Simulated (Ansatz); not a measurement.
Pulling on the B1–H2 bond in BCl2H (SMILES ClBCl) (multiplicity 1 held, fragments rigid). Energies count from the point at 1.182 Å.
Geometry at that point (charge 0, multiplicity 1):
| atom | x (Å) | y (Å) | z (Å) |
|---|---|---|---|
| B | -0.4996 | -0.3156 | -0.3776 |
| H | -1.3415 | -0.8474 | -1.0138 |
| Cl | -0.3583 | 1.4202 | -0.4187 |
| Cl | 0.5841 | -1.2776 | 0.5894 |

Signs of static correlation in cc-pV(D+d)Z, with CASSCF(2,2), from Ansatz (an electronic-structure program) runs.

| R (Å) | T1 of restricted CCSD | ⟨S²⟩ of UHF | largest double amplitude of restricted CCSD | weight of the CASSCF reference in MRCISD | CASSCF natural occupations |
|---|---|---|---|---|---|
| 0.945 | 0.013 | 0.000 | 0.035 | 0.884 | 1.99 0.01 |
| 1.063 | 0.013 | 0.000 | 0.034 | 0.884 | 1.99 0.01 |
| 1.182 | 0.013 | 0.000 | 0.034 | 0.884 | 1.98 0.02 |
| 1.300 | 0.013 | 0.000 | 0.035 | 0.884 | 1.98 0.02 |
| 1.418 | 0.013 | 0.000 | 0.035 | 0.884 | 1.97 0.03 |
| 1.595 | 0.013 | 0.000 | 0.069 | 0.884 | 1.95 0.05 |
| 1.772 | 0.014 | 0.000 | 0.114 | 0.884 | 1.92 0.08 |
| 2.068 | 0.016 | 0.475 | 0.201 | 0.884 | 1.84 0.16 |
| 2.363 | 0.021 | 0.771 | (withheld) | 0.884 | 1.73 0.27 |
| 2.718 | (withheld) | 0.916 | 0.431 | 0.884 | 1.55 0.45 |
| 3.190 | 0.043 | 0.980 | 0.605 | 0.884 | 1.32 0.68 |
| 3.781 | 0.054 | 1.000 | 0.770 | 0.884 | 1.15 0.85 |

Q: Some entries are withheld; supply them.

A: 
- 2.363, largest double amplitude of restricted CCSD: 0.300
- 2.718, T1 of restricted CCSD: 0.030

Doubts at one or more of the structures used: a restricted determinant that unrestricted orbitals would lower (R-CCSD(T)/cc-pV(D+d)Z); other coupled-cluster roots lie near (R-CCSD(T)/cc-pV(D+d)Z); T1 above 0.05 (R-CCSD(T)/cc-pV(D+d)Z, U-CCSD(T)/cc-pV(D+d)Z); a spin-contaminated determinant (U-CCSD(T)/cc-pV(D+d)Z).
